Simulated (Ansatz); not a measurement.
`C[SiH2][O][GeH3]` + CH₃OH → `CO[SiH2]C` + `[OH][GeH3]` at 400 K and 1 bar (ligand exchange at the Si–O bond).

Computed with Ansatz on PBE0-D4/def2-TZVP structures; ΔE is electronic, products minus reactants. CCSD(T)/CBS adds triple-zeta CCSD(T) − MP2 to the extrapolated MP2 energy (def2 sets, frozen cores). This one scheme is used for every species. For Ge outer-core shells are correlated without core-valence functions, which leaves a few kJ/mol of doubt a bond. Scalar relativity is left out up to krypton. One conformer a species, not always the lowest.

```
           species  CCSD(T)/CBS energy (Eh)  H − E (kJ/mol)  S (J/(mol·K))
`C[SiH2][O][GeH3]`              -2483.29571           250.8          419.1
             CH₃OH               -115.61712           151.2          252.6
       `CO[SiH2]C`               -445.20896           284.1          369.4
      `[OH][GeH3]`              -2153.69723           116.2          291.7
```

H − E and S are ideal-gas, rigid-rotor, harmonic terms from PBE0-D4/def2-TZVP, for one conformer and one mirror image of each species. 1 Eh = 2625.50 kJ/mol, R = 8.31446 J/(mol·K).

**Question.** By hand: ΔE, ΔH, ΔS and ΔG.

**Answer.** ΔE = (-445.20896) + (-2153.69723) − (-2483.29571) − (-115.61712) = 0.00664 Eh = 17.4 kJ/mol. Δ(H − E) = 284.1 + 116.2 − 250.8 − 151.2 = -1.7, so ΔH = 15.7 kJ/mol. ΔS = 369.4 + 291.7 − 419.1 − 252.6 = -10.6 J/(mol·K). ΔG = 15.7 − 400 × (-10.6)/1000 = 19.9 kJ/mol.

**Question.** By hand: the equilibrium constant, and the temperature at which ΔG would vanish if ΔH and ΔS stayed fixed.

**Answer.** log₁₀ K = −ΔG/(RT ln 10) = -2.6. ΔH and −TΔS have one sign here, so there is no such temperature.

The number of gas molecules stays the same, so ΔS is small and ΔH decides. A doubt of 5 kJ/mol in ΔE shifts log₁₀ K by 0.7 here. Other conformers and mirror images would add mixing entropy, several J/(mol·K) or more a flexible species. Modes under 60 cm⁻¹, often nearly free rotors, make the harmonic entropy too high. These are equilibria of isolated gas molecules and say nothing of rates. Largest T1 diagnostic: 0.011 (customary marks: 0.02 for closed shells, 0.045 for open ones).

ΔS is within the doubt of such terms, so its sign, and with it that verdict, could turn.
